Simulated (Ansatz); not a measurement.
`[CH3][GeH2][SH]` + H–F → `[F][GeH2][SH]` + CH₄ at 500 K and 1 bar (ligand exchange at a Ge–C bond).

Program: Ansatz. Geometries: PBE0-D4/def2-TZVP. ΔE: electronic, gas phase. CCSD(T)/CBS adds triple-zeta CCSD(T) − MP2 to the extrapolated MP2 energy (def2 sets, frozen cores). This one scheme is used for every species. For Ge outer-core shells are correlated without core-valence functions, which leaves a few kJ/mol of doubt a bond. Scalar relativity is left out up to krypton. One conformer a species, not always the lowest.

```csv
species,CCSD(T)/CBS energy (Eh),H − E (kJ/mol),S (J/(mol·K))
`[CH3][GeH2][SH]`,-2515.57584,202.4,383.4
H–F,-100.39570,39.4,188.7
`[F][GeH2][SH]`,-2575.53651,105.6,350.6
CH₄,-40.46206,135.6,206.8
```

H − E and S are ideal-gas, rigid-rotor, harmonic terms from PBE0-D4/def2-TZVP, for one conformer and one mirror image of each species. 1 Eh = 2625.50 kJ/mol, R = 8.31446 J/(mol·K).

Task: By hand: ΔE, ΔH, ΔS and ΔG.

Result: ΔE = (-2575.53651) + (-40.46206) − (-2515.57584) − (-100.39570) = -0.02703 Eh = -71.0 kJ/mol. Δ(H − E) = 105.6 + 135.6 − 202.4 − 39.4 = -0.6, so ΔH = -71.6 kJ/mol. ΔS = 350.6 + 206.8 − 383.4 − 188.7 = -14.7 J/(mol·K). ΔG = -71.6 − 500 × (-14.7)/1000 = -64.2 kJ/mol.

Task: By hand: the equilibrium constant, and the temperature at which ΔG would vanish if ΔH and ΔS stayed fixed.

Result: log₁₀ K = −ΔG/(RT ln 10) = 6.7. ΔG = 0 at ΔH/ΔS = 4871 K, far beyond where these terms or the molecules hold.

The number of gas molecules stays the same, so ΔS is small and ΔH decides. A doubt of 5 kJ/mol in ΔE shifts log₁₀ K by 0.5 here. Other conformers and mirror images would add mixing entropy, several J/(mol·K) or more a flexible species. These are equilibria of isolated gas molecules and say nothing of rates. Largest T1 diagnostic: 0.012 (customary marks: 0.02 for closed shells, 0.045 for open ones).
